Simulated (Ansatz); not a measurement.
F₃HfI (`[F][Hf]([F])([F])[I]`), charge 0, multiplicity 1.

**Question.** Give a relaxed structure at PBE0-D4/def2-TZVP (the Gaussian-basis code of Ansatz). (Best estimate.)

**Answer.** Ansatz gave: 
Z-matrix (Å, degrees):
```
Hf
F 1 1.888
F 1 1.888 2 108.6
I 1 2.711 2 110.3 3 121.0
F 1 1.888 2 108.6 3 -117.9
```
Point group C3v.
